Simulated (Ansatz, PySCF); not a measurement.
This Ansatz (a quantum-chemistry and plane-wave program) input computes a B3LYP/def2-TZVPD energy:

Ansatz 0.2 input:
```yaml
crystal:
  periodic: [false, false, false]
  atoms:
    - {symbol: Li, position_ang: [-0.00000000, -0.00000000, -3.55343741]}
    - {symbol: Cs, position_ang: [0.00000000, 0.00000000, 0.19382386]}
basis:
  gaussian:
    orbitals: def2-TZVPD
hamiltonian:
  xc: {name: B3LYP}
output: {forces: true}
```

Task: Write an input for the same energy in PySCF and say what it gives.

Result: 
```python
from pyscf import gto, scf, dft

mol = gto.M(
    atom='''
    Li   -0.00000000   -0.00000000   -3.55343741
    Cs    0.00000000    0.00000000    0.19382386
    ''',
    basis='def2-tzvpd',
    ecp='def2-tzvp',
    charge=0,
    spin=0,
    verbose=4,
)

mf = dft.RKS(mol, xc='b3lyp').density_fit(auxbasis='def2-universal-jkfit')
mf.grids.level = 3
mf.conv_tol = 1e-9
mf.max_cycle = 100
mf.max_memory = 1500
mf.kernel()
if not mf.converged:
    mf = mf.newton()
    mf.kernel(mf.make_rdm1())
mf.analyze()
```
It gives -27.66448 Eh, and Ansatz -27.66447 Eh, a difference of 0.01 mEh.
